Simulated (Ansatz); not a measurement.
Stepwise reaction of `C[SiH2]S[SiH](Cl)Cl` with hydrogen, as a gas-phase model of exchange steps in deposition or etching. ΔE in kJ/mol.

Gas-phase electronic energies from Ansatz, PBE0-D4/def2-TZVP geometries. CCSD(T)/CBS is the MP2 limit (def2-TZVPP, def2-QZVPP) plus CCSD(T) − MP2 in def2-TZVPP, frozen cores. This one scheme is used for every species. Functionals use def2-TZVPP. B3LYP here is the variant with VWN-RPA as its local correlation; programs differ in this. Each species was taken in one conformer, which may not be the lowest.

```csv
step,reaction,PBE-D4,B3LYP-D4,ωB97M-V,CCSD(T)/CBS
1,`C[SiH2]S[SiH](Cl)Cl` + H₂ → `C[SiH2]S[SiH2]Cl` + HCl,87.1,87.4,86.3,84.2
```

(1) Give the row of step 2, `C[SiH2]S[SiH2]Cl` + H₂ → `C[SiH2]S[SiH3]` + HCl. (An estimate is asked.)

(2) By hand: ΔE of the 2 steps together at CCSD(T)/CBS.

Results:

(1) Ansatz gave: 
| step | reaction | PBE-D4 | B3LYP-D4 | ωB97M-V | CCSD(T)/CBS |
| --- | --- | --- | --- | --- | --- |
| 2 | `C[SiH2]S[SiH2]Cl` + H₂ → `C[SiH2]S[SiH3]` + HCl | 78.4 | 76.0 | 78.8 | 78.2 |

(2) (84.2) + (78.2) = 162.4 kJ/mol, or 81.2 kJ/mol a step.

In ΔE each step is lower than the one before. All are uphill at CCSD(T)/CBS. PBE-D4 differs from CCSD(T)/CBS by 0.2 to 2.9 kJ/mol a step. Isolated molecules leave out the surface, adducts and barriers. Largest T1 diagnostic: 0.011.
